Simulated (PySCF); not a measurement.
Vertical excitations of a molecule C₃H₉In from TDDFT-PBE/def2-SVPD in PySCF 2.14.0, as energy in eV (oscillator strength): 3.86 (0.000), 4.43 (0.001), 5.30 (0.064), 5.84 (0.012), 6.01 (0.024), 6.15 (0.005), 6.39 (0.078), 6.59 (0.222), 6.76 (0.095), 6.81 (0.002). Lowest triplet (TDA): 3.63 eV. The structure is a stationary point at r2SCAN-D4/def2-SVP. The def2 effective core potentials stand for the cores of In; spin–orbit coupling is left out. One conformer was computed; it need not be the lowest.

Task: Pick the molecule that these values belong to.
A. [CH3][In]([CH3])[CH3]
B. C[CH](C)[InH2]
C. CC[CH2][InH2]
D. C[CH2][InH][CH3]

Result: D, C[CH2][InH][CH3]
